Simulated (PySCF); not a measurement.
All numbers come from PBE in PySCF with Ir def2-SVP with ECP60, S def2-SVP; scalar-relativistic core potentials, no spin–orbit coupling; density-fitted integrals. Open shells, if any, are unrestricted.

What spin state, shape and geometry does isolated [IrS2]+ take (every ligand bound to Ir)?

Formally Ir is in oxidation state +5, d4, with 2 unpaired electrons (the high-spin count would be 4). The Mulliken spin on Ir is 0.98, so most of the spin sits on the ligands and the formal count fails. The polar-tensor charge on Ir, 0.80, is far below the formal one. The lowest minimum found is a triplet of C2v symmetry with Ir–S 2.074 Å (×2); S–Ir–S 114.9°. Its harmonic wavenumbers are 153 (a1), 505 (b2), 532 (a1) cm⁻¹ and its dipole moment is 0.83 D about the centre of mass.

This need not be the most stable arrangement of these atoms. Other spin states or occupations of the open shell can lie lower. No spin–orbit coupling is included, which matters more the heavier the element.
